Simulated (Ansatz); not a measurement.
Cost and result up the ladder for Sr₃O₃ (6 atoms). The state is a singlet with charge 0. Geometry: PBE0-D4/def2-SVP.

```xyz
6

Sr    1.4052   -1.5548    0.8638
Sr   -1.3584    0.8067   -1.6250
Sr    1.4029    2.1981    0.5281
O    -0.1706    0.4900    0.6519
O    -0.9305   -0.6848    0.3848
O    -0.3486   -1.2552   -0.8035
```

Ansatz on 4 threads of Arm Neoverse V2 on a shared host. Times are rough, and most runs start from the orbitals of an earlier one. No level here is sound enough to serve as a yardstick. Binding counts from free atoms at the same level (Sr singlet, O triplet; other spins of the atoms weren't run), without zero-point energy or a counterpoise term.

In the def2 sets Sr takes a core potential; there is no spin–orbit coupling. Correlated methods freeze 3 core orbitals; core or outer-core shells of Sr are correlated, in sets that lack core-valence functions. The rows differ in basis, and correlated rows in double-zeta sets carry the largest basis error. The structure holds 2 bond(s) between oxygen atoms. Another isomer (singlet) lies 7.47 eV lower at PBE0-D4/def2-TZVP; other spin states weren't run for this one.

Correlated methods converge slowly with the basis, most of all in double-zeta sets.

| level | functions | binding energy per atom (eV) | remarks |
| --- | --- | --- | --- |
| PBE0-D4/def2-TZVP | 192 | 2.23 | restricted SCF unstable in HF |
| PBE-D4/def2-TZVP (with forces) | 192 | 2.51 | restricted SCF unstable in HF |
| CCSD(T)/def2-SVP | 111 | 2.03 | large T1 (0.023), restricted SCF unstable |
| B97M-V/def2-TZVP | 192 | 2.31 | restricted SCF unstable in HF |
| r2SCAN-D4/def2-TZVP | 192 | 2.40 | restricted SCF unstable in HF |
| BLYP-D4/def2-TZVP | 192 | 2.34 | restricted SCF unstable in HF |

**Question.** Estimate how long each takes.

**Answer.** BLYP-D4/def2-TZVP 2.6 s; PBE-D4/def2-TZVP (with forces) 2.8 s; PBE0-D4/def2-TZVP 4.3 s; r2SCAN-D4/def2-TZVP 5.5 s; B97M-V/def2-TZVP 12 s; CCSD(T)/def2-SVP 27 s. On shared hardware such times vary by a factor of up to 3.
